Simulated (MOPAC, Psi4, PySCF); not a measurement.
Relaxed torsion scan: SMILES COc1ccc(C(=O)O)s1. Scanned: dihedral S10–C6–C7–O8; all other coordinates were relaxed at GFN2-xTB. Points at φ and −φ are mirror images. Heavy atoms are numbered in the order of the SMILES COc1ccc(C(=O)O)s1, hydrogens after them in the order of the atoms that carry them; the mirror image has the same energies with the sign of each dihedral reversed.

- PM6, restricted, heats of formation // GFN2-xTB (MOPAC)
- RKS-BP86/6-31G* = restricted BP86/6-31G*, spherical d, density fitting // GFN2-xTB in PySCF 2.14.0
- PBE-D3(BJ)/def2-SVP // GFN2-xTB (Psi4)

Energies in kcal/mol, each method relative to its own lowest point.

```csv
φ / °,PM6,RKS-BP86/6-31G*,PBE-D3(BJ)/def2-SVP
-165,0.3,0.6,0.6
-150,1.1,2.3,2.2
-135,2.3,4.8,4.7
-120,3.5,7.9,7.7
-105,4.4,10.7,10.6
-90,4.7,12.1,12.1
-75,4.5,11.1,11.0
-60,3.7,8.4,8.3
-45,2.5,5.3,5.3
-30,1.5,2.5,2.6
-15,0.7,0.7,0.7
0,0.4,0.0,0.0
15,0.7,0.7,0.7
30,1.5,2.5,2.6
45,2.5,5.3,5.3
60,3.7,8.4,8.3
75,4.5,11.1,11.0
90,4.7,12.1,12.1
105,4.4,10.7,10.6
120,3.5,7.9,7.7
135,2.3,4.8,4.7
150,1.1,2.3,2.2
165,0.3,0.6,0.6
180,0.0,0.1,0.0
```
